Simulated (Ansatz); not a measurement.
Born–Oppenheimer molecular dynamics of Cl₂F₂Ge (5 atoms, charge 0, multiplicity 1). It starts from a relaxed structure.

All numbers below come from Ansatz 0.2.0, RKS PBE0-D4/def2-SVP.

```
ensemble        : NVT, Nosé–Hoover chain
time step       : 8 fs
steps asked     : 40
set temperature : 300 K
thermostat      : time constant 100 fs, chain length 3
seed            : 124489
```

First frame:

```xyz
5
Properties=species:S:1:pos:R:3
Ge 0.029 -0.049 -0.040
F 0.004 -0.006 1.670
Cl 2.025 0.004 -0.713
F -0.785 1.361 -0.562
Cl -1.015 -1.751 -0.713
```

Question: How far do the bonds stretch over the last three quarters of this one trajectory? (Pairs bonded in most of those frames.)

Answer: 
| bond | mean (Å) | spread (Å) | shortest | longest |
| --- | --- | --- | --- | --- |
| Ge1–F2 | 1.713 | 0.017 | 1.68 | 1.74 |
| Ge1–Cl3 | 2.112 | 0.054 | 2.03 | 2.19 |
| Ge1–F4 | 1.713 | 0.025 | 1.67 | 1.76 |
| Ge1–Cl5 | 2.116 | 0.070 | 2.00 | 2.23 |

Mean temperature of the second half: 318 K. The conserved energy wandered by up to 6.9 meV per atom (net 5.2 meV per atom), which is poor conservation. A run of 0.32 ps of so small a system gives no equilibrium averages.

The run took 55 s on 2 threads of Intel(R) Xeon(R) 6975P-C (Granite Rapids), on a shared host, peak memory 0.23 GiB.
